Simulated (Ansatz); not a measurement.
**Gd(NO3)3 in a box, plane waves**

Ansatz 0.2.0, DFT PBE, spin-orbit coupling, plane waves, PAW, molecule in a box. The geometry was relaxed with Gaussian bases (BP86; Gd lcecp-1-SVP with ECP53, O def2-SVP, N def2-SVP).

```yaml
crystal:
  lattice:
    - [15.01, 0.0, 0.0]
    - [0.0, 15.94, 0.0]
    - [0.0, 0.0, 11.16]
  atoms:
    - { symbol: Gd, position: [0.4333451, 0.50011982, 0.50008513], spin: 7.0, spin_axis: [0.0, 0.0, 1.0] }
    - { symbol: O, position: [0.5727022, 0.48943538, 0.59694444] }
    - { symbol: O, position: [0.5727022, 0.51080427, 0.40322581] }
    - { symbol: "N", position: [0.62047635, 0.50011982, 0.50008513] }
    - { symbol: O, position: [0.70043438, 0.50012045, 0.50008513] }
    - { symbol: O, position: [0.37349234, 0.61910728, 0.59694444] }
    - { symbol: O, position: [0.35384011, 0.60842284, 0.40322581] }
    - { symbol: "N", position: [0.33977948, 0.65272459, 0.50008513] }
    - { symbol: O, position: [0.29980013, 0.71793036, 0.50008513] }
    - { symbol: O, position: [0.35384077, 0.39181619, 0.59694444] }
    - { symbol: O, position: [0.373493, 0.38113174, 0.40322581] }
    - { symbol: "N", position: [0.33978015, 0.34751443, 0.50008513] }
    - { symbol: O, position: [0.2998008, 0.28230866, 0.50008513] }
basis:
  ecutwfc: 420
  ecutrho_ratio: 4
kpoints:
  mp_grid: { grid: [1, 1, 1] }
hamiltonian:
  xc: pbe
scf:
  occupations: { method: gaussian, width: 0.01 }
output:
  forces: true
  eigenvalues: true
  populations: true
  hubbard: { sites: [{ species: Gd, l: f }] }
  write_density: true
  write_potential: true
  elf: true
  volumetric_format: npy
magnetization:
  noncollinear: true
  spin_orbit: true
```

Command:
```sh
ansatz run input.yaml --threads 4 --pin off --max-ram 8192MiB --backend cpu --events-out ev --progress --plain --runs-dir out
```
It took 94 s on 4 threads of Arm Neoverse V2, on a shared host, peak memory 5.7 GiB.

Task: How does the SCF go?

Result: 
```
SCF iter   1: F=—  HF=-15595.563995 eV  |F-HF|=—  |Δ(HF+E_count)|=         —  Δρ=5.81e-2
preconditioner: auto → Resta (q_TF=auto, 1.542 Å⁻¹)  ε∞=1.3  [insulator: Δε(μ)=2.586 eV  Ē_g=10.297 eV  σ=0.010 eV  W_gap=1.00  n_
spin=Noncollinear: Resta preconditioning applied to the charge; magnetization (m_x, m_y, m_z) channels mix plain (no charge-respon
SCF iter   2: F=—  HF=-15584.146802 eV  |F-HF|=—  |Δ(HF+E_count)|=    1.14e1  Δρ=1.49e-2
SCF iter   3: F=—  HF=-15587.391816 eV  |F-HF|=—  |Δ(HF+E_count)|=    3.25e0  Δρ=9.62e-3
...
SCF iter  10: F=—  HF=-15590.280233 eV  |F-HF|=—  |Δ(HF+E_count)|=   2.16e-4  Δρ=2.21e-4
SCF iter  11: F=—  HF=-15590.279983 eV  |F-HF|=—  |Δ(HF+E_count)|=   2.50e-4  Δρ=5.73e-5
SCF iter  12: F=—  HF=-15590.279971 eV  |F-HF|=—  |Δ(HF+E_count)|=   1.22e-5  Δρ=4.21e-5
SCF iter  13: F=—  HF=-15590.279986 eV  |F-HF|=—  |Δ(HF+E_count)|=   1.55e-5  Δρ=5.35e-6
SCF iter  14: F=-15590.279986 eV  HF=-15590.279986 eV  |F-HF|=4.71e-9  |Δ(HF+E_count)|=   6.28e-8  Δρ=1.76e-6
```

Task: Which levels lie next to the highest filled one (eV, counted from it)?

Result: Filled: -1.33, -1.31, -1.25, -1.25, -0.47, -0.46, -0.40, -0.40, -0.10, 0.00. Empty: 2.32, 2.50, 2.53, 2.66, 2.69, 2.90, 2.92, 3.61.

Task: How is the f shell of Gd1 filled?

Result: Natural occupations, full = 1; spinor: 0.00, 0.00, 0.01, 0.01, 0.03, 0.04, 0.04, 1.00, 1.00, 1.00, 1.00, 1.00, 1.00, 1.00; in all 7.13 e. Spin moment (0.00, 0.00, 6.81) μB, orbital moment (0.00, 0.00, 0.04) μB.

Task: What forces are left at this geometry, relaxed with Gaussian bases (eV/Å)?

Result: 
```
Gd  -0.01  0.00  0.00
O    0.02  0.02 -0.06
O    0.02 -0.02  0.06
N   -0.23  0.00  0.00
O   -0.05  0.00  0.00
O   -0.02  0.00 -0.06
O    0.01  0.02  0.06
N    0.10 -0.18  0.00
O    0.03 -0.06  0.00
O    0.01 -0.02 -0.06
O   -0.02  0.00  0.06
N    0.10  0.18  0.00
O    0.03  0.06  0.00
```

The open shells may stand above their lowest state.

The forces come from the other functional as well as from the basis.

An lcecp potential fixes the number of 4f electrons, so in runs with it no electron can move into or out of that shell.
